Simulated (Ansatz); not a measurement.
Consider the ligand exchange at a B–Cl bond: `ClB(Cl)Cl` + CH₃OH → `COB(Cl)Cl` + HCl.

Calculated with Ansatz (gas phase, PBE0-D4/def2-TZVP geometries, no zero-point term in ΔE). CBS: MP2 limit from def2 TZ/QZ plus the TZ coupled-cluster correction, frozen cores. This one scheme is used for every species. DFT in def2-TZVPP. One conformer a species, not always the lowest.

**Question.** Is it downhill or uphill in electronic energy at CCSD(T)/CBS, and by how much? (Best estimate.)

**Answer.** The calculation gave: Downhill: ΔE = -62.7 kJ/mol.

**Question.** What do these levels give: revPBE-D4, r2SCAN0-D4, CAM-B3LYP-D4, PBE-QIDH, PBE, revPBE, r2SCAN, PBE0, r2SCANh, CAM-B3LYP, RPA@PBE/def2-TZVPP, SCS-MP2/def2-QZVPP? (Best estimate.)

**Answer.** The calculation gave: revPBE-D4 -53.3, r2SCAN0-D4 -61.9, CAM-B3LYP-D4 -69.8, PBE-QIDH -59.7, PBE -53.4, revPBE -48.8, r2SCAN -59.8, PBE0 -56.3, r2SCANh -60.3, CAM-B3LYP -68.3, RPA@PBE/def2-TZVPP -63.0, SCS-MP2/def2-QZVPP -61.6 kJ/mol.

Largest T1 diagnostic among the species: 0.012.

Leaving LDA and LC-ωPBE aside and taking each functional with its dispersion term where it has one, the values spread over 16.4 kJ/mol, from CAM-B3LYP-D4 to revPBE-D4. LDA lies −12.0 kJ/mol from PBE without D4. In def2-TZVPP, CCSD(T) changes the Hartree–Fock value by +5.4 kJ/mol (the triples alone add +1.3 kJ/mol) and MP2 by +9.6 kJ/mol.
